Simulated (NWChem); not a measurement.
The numbers come from NWChem runs, not from measurements. System: H5GaGe, charge 0, spin multiplicity 1, at a geometry optimised with PBE/def2-SVP. The structure started from a generated list of species. Level: B3LYP/def2-TZVP, VWN1-RPA local correlation.

Job file:

```
start mol
memory heap 200 mb stack 800 mb global 1000 mb
geometry units angstroms nocenter noautoz noautosym
  Ga    -1.229743    -0.069519    -0.294870
  Ge     1.156953     0.063664     0.273999
  H      2.009997    -1.093668    -0.313583
  H      1.791036     1.402644    -0.198564
  H      1.332123     0.017893     1.820821
  H     -2.168391     1.183741    -0.042345
  H     -1.865225    -1.392758    -0.893341
end
basis spherical
  * library def2-tzvp
end
dft
  xc b3lyp
  semidirect memsize 60000000 filesize 0
  iterations 100
end
task dft energy
```

Part of the output:

```
             Northwest Computational Chemistry Package (NWChem) 7.3.0
             --------------------------------------------------------

                                NWChem Input Module
                                -------------------

 Scaling coordinates for geometry "geometry" by  1.889725989
 (inverse scale =  0.529177249)

                             Geometry "geometry" -> ""
                             -------------------------

 Output coordinates in angstroms (scale by  1.889725989 to convert to a.u.)

  No.       Tag          Charge          X              Y              Z
 ---- ---------------- ---------- -------------- -------------- --------------
    1 Ga                  31.0000    -1.22974300    -0.06951900    -0.29487000
    2 Ge                  32.0000     1.15695300     0.06366400     0.27399900
    3 H                    1.0000     2.00999700    -1.09366800    -0.31358300
    4 H                    1.0000     1.79103600     1.40264400    -0.19856400
    5 H                    1.0000     1.33212300     0.01789300     1.82082100
    6 H                    1.0000    -2.16839100     1.18374100    -0.04234500
    7 H                    1.0000    -1.86522500    -1.39275800    -0.89334100

 Effective nuclear repulsion energy (a.u.)     292.7804870291

            Nuclear Dipole moment (a.u.)
            ----------------------------
        X                 Y               Z
 ---------------- ---------------- ----------------
     0.0000056692     0.0000207870    -0.0000264562


 Summary of "ao basis" -> "" (spherical)
 ------------------------------------------------------------------------------
       Tag                 Description            Shells   Functions and Types
 ---------------- ------------------------------  ------  ---------------------
 *                         def2-tzvp                  on all atoms

                                 NWChem DFT Module
                                 -----------------

 Summary of "ao basis" -> "ao basis" (spherical)
 ------------------------------------------------------------------------------
       Tag                 Description            Shells   Functions and Types
 ---------------- ------------------------------  ------  ---------------------
 Ga                        def2-tzvp                16       48   6s5p4d1f
 Ge                        def2-tzvp                16       48   6s5p4d1f
 H                         def2-tzvp                 4        6   3s1p

 Summary of "ao basis" -> "ao basis" (spherical)
 ------------------------------------------------------------------------------
       Tag                 Description            Shells   Functions and Types
 ---------------- ------------------------------  ------  ---------------------
 Ga                        def2-tzvp                16       48   6s5p4d1f
 Ge                        def2-tzvp                16       48   6s5p4d1f
 H                         def2-tzvp                 4        6   3s1p

            General Information
            -------------------
          SCF calculation type: DFT
          Wavefunction type:  closed shell.
          No. of atoms     :     7
          No. of electrons :    68
           Alpha electrons :    34
            Beta electrons :    34
          Charge           :     0
          Spin multiplicity:     1
          Use of symmetry is: off; symmetry adaption is: off
          Maximum number of iterations: 100
          AO basis - number of functions:   126
[...]
   time(s): 0.00e+00  0.00e+00  0.00e+00  0.00e+00  0.00e+00
rate(mb/s): 0.00e+00  0.00e+00
------------------------------------------------------------

   convergence    iter        energy       DeltaE   RMS-Dens  Diis-err    time
 ---------------- ----- ----------------- --------- --------- ---------  ------
 d= 0,ls=0.0,diis     1  -4004.9081179838 -4.30D+03  5.80D-03  7.65D-01     8.8
 d= 0,ls=0.0,diis     2  -4004.9401755006 -3.21D-02  1.80D-03  8.91D-02    10.0
 d= 0,ls=0.0,diis     3  -4004.9434257520 -3.25D-03  5.04D-04  3.86D-02    11.2
 d= 0,ls=0.0,diis     4  -4004.9449338470 -1.51D-03  1.58D-04  1.34D-03    12.4
 d= 0,ls=0.0,diis     5  -4004.9450233664 -8.95D-05  2.15D-05  2.52D-05    13.6
  Resetting Diis
 d= 0,ls=0.0,diis     6  -4004.9450252433 -1.88D-06  7.51D-06  1.46D-06    14.8
 d= 0,ls=0.0,diis     7  -4004.9450253534 -1.10D-07  3.52D-06  1.93D-07    16.1

         Total DFT energy =    -4004.945025353395
      One electron energy =    -6166.046882848383
           Coulomb energy =     2024.341927980080
    Exchange-Corr. energy =     -156.020557514163
 Nuclear repulsion energy =      292.780487029071

 Numeric. integr. density =       68.000053465215

     Total iterative time =     13.6s

                       DFT Final Molecular Orbital Analysis
                       ------------------------------------

 Vector   32  Occ=2.000000D+00  E=-3.410296D-01
              MO Center=  1.4D+00,  3.2D-01,  7.6D-01, r^2= 2.4D+00
   Bfn.  Coefficient  Atom+Function         Bfn.  Coefficient  Atom+Function
  ----- ------------  ---------------      ----- ------------  ---------------
    66      0.301917  2 Ge pz               110      0.253499  5 H  s
   104     -0.190398  4 H  s                 69      0.186921  2 Ge pz
   109      0.155240  5 H  s                111      0.153631  5 H  s
    60     -0.147947  2 Ge pz               103     -0.116794  4 H  s
    65     -0.112860  2 Ge py               105     -0.113337  4 H  s

 Vector   33  Occ=2.000000D+00  E=-3.082446D-01
              MO Center= -1.4D+00, -9.4D-02, -3.8D-01, r^2= 3.8D+00
   Bfn.  Coefficient  Atom+Function         Bfn.  Coefficient  Atom+Function
  ----- ------------  ---------------      ----- ------------  ---------------
    17      0.285929  1 Ga py               116      0.220874  6 H  s
   122     -0.219511  7 H  s                117      0.177740  6 H  s
   123     -0.178306  7 H  s                115      0.136204  6 H  s
    11     -0.134773  1 Ga py               121     -0.135435  7 H  s
    20      0.115182  1 Ga py                22      0.097531  1 Ga d -2

 Vector   34  Occ=2.000000D+00  E=-2.725166D-01
              MO Center= -8.4D-02, -1.6D-03, -1.7D-02, r^2= 3.9D+00
   Bfn.  Coefficient  Atom+Function         Bfn.  Coefficient  Atom+Function
  ----- ------------  ---------------      ----- ------------  ---------------
    64     -0.320162  2 Ge px                16      0.310699  1 Ga px
    67     -0.233058  2 Ge px                58      0.150032  2 Ge px
    54      0.142257  2 Ge s                 10     -0.136574  1 Ga px
   117     -0.119366  6 H  s                123     -0.118579  7 H  s
    19      0.116705  1 Ga px               116     -0.113600  6 H  s

 Vector   35  Occ=0.000000D+00  E=-8.791847D-02
              MO Center= -1.0D+00, -5.6D-02, -2.5D-01, r^2= 4.0D+00
   Bfn.  Coefficient  Atom+Function         Bfn.  Coefficient  Atom+Function
  ----- ------------  ---------------      ----- ------------  ---------------
    21      0.560071  1 Ga pz                18      0.406622  1 Ga pz
    20     -0.199376  1 Ga py               111     -0.181190  5 H  s
    12     -0.166907  1 Ga pz                17     -0.143993  1 Ga py
   105      0.132976  4 H  s                 19     -0.118271  1 Ga px
    69      0.099395  2 Ge pz                16     -0.081886  1 Ga px

 Vector   36  Occ=0.000000D+00  E=-3.520106D-03
              MO Center= -9.7D-02, -5.9D-03, -4.5D-03, r^2= 7.1D+00
   Bfn.  Coefficient  Atom+Function         Bfn.  Coefficient  Atom+Function
  ----- ------------  ---------------      ----- ------------  ---------------
    54      1.729391  2 Ge s                  6     -1.523647  1 Ga s
    19     -0.681037  1 Ga px                67     -0.631927  2 Ge px
   123      0.444892  7 H  s                117      0.433181  6 H  s
   111     -0.427416  5 H  s                105     -0.405786  4 H  s
    99     -0.360586  3 H  s                  5     -0.315610  1 Ga s

 Vector   37  Occ=0.000000D+00  E= 2.158737D-02
              MO Center=  3.9D-01,  3.8D-02,  1.7D-01, r^2= 5.2D+00
   Bfn.  Coefficient  Atom+Function         Bfn.  Coefficient  Atom+Function
  ----- ------------  ---------------      ----- ------------  ---------------
    99      0.893784  3 H  s                 68      0.856908  2 Ge py
    20      0.680923  1 Ga py               123      0.676318  7 H  s
   105     -0.559205  4 H  s                117     -0.536851  6 H  s
    69      0.281613  2 Ge pz                21      0.250941  1 Ga pz
   111     -0.192803  5 H  s                 54     -0.181872  2 Ge s

 center of mass
 --------------
 x =   0.02391326 y =   0.00042542 z =   0.00391412

 moments of inertia (a.u.)
 ------------------
          82.194528636038         -41.811853673920        -184.430655337680
         -41.811853673920         843.929159516893         -14.296877543061
        -184.430655337680         -14.296877543061         813.075638920958

     Multipole analysis of the density
     ---------------------------------

     L   x y z        total         alpha         beta         nuclear
     -   - - -        -----         -----         ----         -------
     0   0 0 0     -0.000000    -34.000000    -34.000000     68.000000

     1   1 0 0     -0.118971     -0.059488     -0.059488      0.000006
     1   0 1 0     -0.018029     -0.009025     -0.009025      0.000021
     1   0 0 1     -0.051832     -0.025903     -0.025903     -0.000026

     2   2 0 0    -31.117151   -206.462361   -206.462361    381.807570
     2   1 1 0      0.195519     -9.501175     -9.501175     19.197869
     2   1 0 1     -0.924610    -44.355854    -44.355854     87.787098
     2   0 2 0    -29.909145    -27.068295    -27.068295     24.227445
     2   0 1 1     -1.207579     -5.040441     -5.040441      8.873303
     2   0 0 2    -27.021702    -30.207031    -30.207031     33.392360

 Task  times  cpu:       16.1s     wall:       16.1s

 Total times  cpu:       16.1s     wall:       16.1s
```
